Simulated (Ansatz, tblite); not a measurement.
Removing and adding an electron: `OB(O)C12CC3CC(CC(C3)C1)C2`. Total charge 0; singlet. Geometry: PBE-D4/def2-SVP. Ansatz, gas phase; energy differences of separate SCF runs; the oxidised species was run as a doublet alone; the reduced species was run as a doublet alone.

```xyz
30

O    -1.768    2.786    0.868
B    -0.828    2.431   -0.075
O    -0.356    3.294   -1.040
C    -0.282    0.941   -0.044
C     0.238    0.588    1.377
C     0.714   -0.877    1.433
C     1.850   -1.087    0.412
C     1.336   -0.766   -1.006
C     0.159   -1.701   -1.347
C    -0.979   -1.492   -0.328
C    -0.463   -1.810    1.089
C    -1.454   -0.027   -0.382
C     0.860    0.699   -1.061
H    -2.086    3.704    0.802
H    -0.744    4.186   -1.008
H    -0.565    0.759    2.125
H     1.078    1.266    1.650
H     1.085   -1.105    2.456
H     2.217   -2.136    0.458
H     2.713   -0.432    0.661
H     2.155   -0.916   -1.741
H    -0.207   -1.493   -2.376
H     0.495   -2.762   -1.333
H    -1.829   -2.164   -0.575
H    -1.281   -1.680    1.831
H    -0.139   -2.872    1.149
H    -2.290    0.131    0.332
H    -1.850    0.202   -1.397
H     0.513    0.950   -2.086
H     1.709    1.383   -0.845
```

The xTB rows come from tblite.

```
           level  −HOMO (eV)  vertical IE (eV)  −LUMO (eV)  vertical EA (eV)  HOMO–LUMO gap (eV)  IE − EA (eV)                       remarks
        GFN1-xTB       11.41             13.79        4.97              1.80                6.44         11.99                             –
        GFN2-xTB       10.21             12.56        4.44              0.56                5.77         12.00                             –
 PBE-D4/def2-SVP        5.93              8.43        0.10             -1.80                5.83         10.23  HOMO above zero (-1 doublet)
PBE0-D4/def2-SVP        7.22              8.91       -0.86             -2.20                8.08         11.11  HOMO above zero (-1 doublet)
```

Relaxing the reduced species (PBE-D4/def2-SVP) changes its energy by -0.20 eV at PBE-D4/def2-SVP, so the adiabatic electron affinity to this nearest minimum is -1.60 eV. At PBE0-D4/def2-SVP it is -2.02 eV. The highest occupied level of the relaxed charge -1 doublet lies above zero (up to 3.42 eV). By energy differences, losing it releases 1.60 eV (each at its own geometry, to the charge 0 singlet, at PBE-D4/def2-SVP).     A HOMO above zero means that the electron is unbound at that level or that self-interaction error raises the level; the energy of removing that electron tells which. Raw xTB energy differences between charge states are shifted by several eV; the methods need an empirical correction for them. Sets without diffuse functions give affinities that are too small. A negative affinity means that the extra electron isn't bound; its size then hangs on the basis.
